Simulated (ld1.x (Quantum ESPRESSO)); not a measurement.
An all-electron radial function and its pseudo partner (B)

Columns: radius, all-electron u(r) and pseudo u(r) of the 2p shell (level -3.56 eV) of boron in the configuration [He] 2s2 2p1; PBEsol, non-relativistic, TM scheme, ld1.x (Quantum ESPRESSO) 7.5.

```tsv
r (bohr)	all-electron	pseudo
0.098	0.0260	0.0115
0.195	0.0829	0.0447
0.292	0.1521	0.0966
0.390	0.2242	0.1636
0.488	0.2931	0.2393
0.585	0.3554	0.3167
0.682	0.4108	0.3908
0.780	0.4597	0.4575
0.878	0.5020	0.5129
0.975	0.5372	0.5554
1.072	0.5657	0.5860
1.170	0.5882	0.6066
1.268	0.6049	0.6191
1.365	0.6163	0.6256
1.463	0.6232	0.6283
1.560	0.6259	0.6281
1.658	0.6252	0.6258
1.755	0.6214	0.6215
1.852	0.6151	0.6151
1.950	0.6065	0.6065
2.047	0.5962	0.5962
2.145	0.5843	0.5843
2.242	0.5712	0.5712
2.340	0.5571	0.5571
2.438	0.5422	0.5422
2.535	0.5268	0.5268
```

Question: How many radial nodes do the two functions have?

Answer: The all-electron 2p function has n − l − 1 = 0; the pseudo-wave has 0.

Question: At about which radius was the pseudo-wave matched?

Answer: 1.95 bohr. The columns agree to 0.0005 from 1.75 bohr on; several derivatives are matched, so the curves merge somewhat inside the radius.

Question: Is the pseudo-wave norm-conserving?

Answer: Yes: the TM scheme keeps the norm inside the radius equal to the all-electron one, which fixes the energy derivative of the logarithmic derivative at the level.
